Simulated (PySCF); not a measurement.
Method used: PBE0-D3(BJ)/def2-SVP geometry optimisation, gas phase in PySCF. One conformer each; commonest isotopes, rigid rotors. Atoms past krypton carry def2 core potentials.

Species:
1. `[CH3:1][S:2][Si@@H:3]([O:4][SiH3:5])[c:6]1[cH:7][cH:8][cH:9][o:10]1` with C1–S2–Si3–O4 78°, S2–Si3–O4–Si5 83°, S2–Si3–C6–C7 32°
2. `Cl[Te]Cl`
3. `[CH:1]1=[CH:2]\[CH2:3][CH2:4]/[CH:5]=[CH:6]\[CH2:7][CH2:8]/1` with C1–C2–C3–C4 -71°, C2–C3–C4–C5 98°, C3–C4–C5–C6 -71°, C5–C6–C7–C8 71°

Rotational constants (MHz) and dipole components (D):

```
set     A      B      C    μa    μb    μc
  P  1041  662.9  441.6  0.33  0.58  0.20
  Q  4705   2265   1529  0.00  2.25  0.00
  R  2545   2340   1350  0.00  0.00  0.00
```

Problem. Match each set to its species.

Solution. P = 1, Q = 2, R = 3.

- 1 (set P): mass 190.0 u, 10 heavy atoms, longest extent 8.6 Å, C1, asymmetric top, Ia, Ib, Ic = 485.6, 762.4, 1144.5 u·Å².
- 2 (set Q): mass 199.8 u, 3 heavy atoms, longest extent 3.6 Å, C2v, asymmetric top, Ia, Ib, Ic = 107.4, 223.1, 330.5 u·Å².
- 3 (set R): mass 108.1 u, 8 heavy atoms, longest extent 5.8 Å, C2h, asymmetric top, Ia, Ib, Ic = 198.5, 216.0, 374.5 u·Å².

Point groups hold within 0.08 Å; constants that symmetry makes equal can differ a little in the computed geometry, and forbidden dipole components can keep a residue. No structure here is proved a minimum.
